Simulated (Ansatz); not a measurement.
`OC([SiH3])[TeH]` + `[CH3][Al]([OH])[SiH3]` → `[CH3][Al]([SiH3])[O][SiH3]` + `OC[TeH]`  (ligand exchange at the Si–C bond)

Gas-phase electronic energies from Ansatz, PBE0-D4/def2-TZVP geometries. CBS: MP2 limit from def2 TZ/QZ plus the TZ coupled-cluster correction, frozen cores. DFT in def2-TZVPP. B3LYP here is the variant with VWN-RPA as its local correlation; programs differ in this. Elements past krypton have def2 core potentials. For Te outer-core shells are correlated without core-valence functions, which leaves a few kJ/mol of doubt a bond. One conformer a species, not always the lowest.

```csv
species,B3LYP energy (Eh)
`OC([SiH3])[TeH]`,-674.60108
`[CH3][Al]([OH])[SiH3]`,-649.64368
`[CH3][Al]([SiH3])[O][SiH3]`,-940.41080
`OC[TeH]`,-383.88226
```

Work out ΔE.

ΔE = (-940.41080) + (-383.88226) − (-674.60108) − (-649.64368) = -0.04830 Eh = -30.3 kcal/mol. CCSD(T)/CBS gives -28.0 kcal/mol.

Largest T1 diagnostic among the species: 0.013.

In def2-TZVPP, CCSD(T) changes the Hartree–Fock value by +7.7 kcal/mol (the triples alone add +1.2 kcal/mol) and MP2 by +7.9 kcal/mol. From PBE to PBE0 (25 % exact exchange), in def2-TZVPP and without D4, ΔE moves by −1.9 kcal/mol.
